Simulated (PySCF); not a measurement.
**CH7BSSi2**

CH7BSSi2 is a carbene (divalent C1, bonded to 1 B + 1 S), neutral, singlet. The structure, one conformer, was relaxed in the gas phase by PBE0-D3(BJ)/def2-SVP. No frequency run checks that it is a minimum.

Singlet and triplet of such a carbene can lie close, so the singlet may not be the ground state, and shieldings that rest on so small a gap are unreliable.

SMILES: [SiH3]B[C]S[SiH3]

```csv
atom,x (Å),y (Å),z (Å)
C1,-1.145,-0.083,-0.463
S2,-0.903,-1.711,-0.590
Si3,1.140,-1.658,-1.398
B4,-1.322,1.258,-0.222
Si5,-0.477,1.145,1.640
H6,2.002,-0.984,-0.389
H7,1.565,-3.073,-1.609
H8,1.119,-0.906,-2.681
H9,-1.725,2.298,-0.656
H10,-1.490,1.579,2.654
H11,0.025,-0.206,2.029
H12,0.679,2.099,1.683
```

Shieldings: GIAO PBE0/pcSseg-2. Shifts are against computed references at the same level: C TMS (σ 184.1 ppm), H TMS (σ 31.24 ppm), Si TMS (σ 341.3 ppm). Core levels by delta-SCF with SCAN, pcX-2 on the ionised atom and pcseg-1 elsewhere, spin-free X2C (2p3/2 is the spin-free 2p value less a third of a first-order spin-orbit splitting); from the vacuum level, for chosen atoms.

Give the shieldings and core levels atom by atom.


```tsv
atoms	bonded to	σ (ppm)	δ (ppm)	core level (eV)
C1	1 B + 1 S	-71.6	255.8	1s 290.56
S2	1 C + 1 Si	476.3	-	2p3/2 169.92
Si3	1 S + 3 H	389.7	-48.4	2p3/2 107.35
B4	1 C + 1 Si + 1 H	109.8	-	-
Si5	1 B + 3 H	394.2	-53.0	2p3/2 106.33
H6 H7 H8	1 Si	26.69	4.55	-
H9	1 B	27.95	3.29	-
H10 H11 H12	1 Si	26.93	4.32	-
```

Values are those of this one static structure, with the three H of a rotating XH3 group averaged; atoms that internal rotation interchanges would show their mean in an NMR spectrum.

The core-hole state of C1 is spin-contaminated (⟨S²⟩ 0.83 against 0.75 for a pure doublet), so that value and differences from it are less sure.

Core levels of B4 are left out, their hole states being strongly spin-contaminated.

Which of Si3, Si5 holds its core electrons tightest, and by how much against the loosest?

Si3 (bonded to 1 S + 3 H), by 1.02 eV over Si5 (bonded to 1 B + 3 H).

By CAM-B3LYP/def2-SVPD (TDDFT singlets, Tamm-Dancoff triplets, ionisation by delta-SCF), where does absorption start, and what does vertical ionisation take?

The lowest singlet lies at 2.89 eV (f 0.001), the strongest of the first 6 at 6.20 eV (f 0.399), the lowest triplet at 2.40 eV; vertical ionisation takes 8.54 eV.
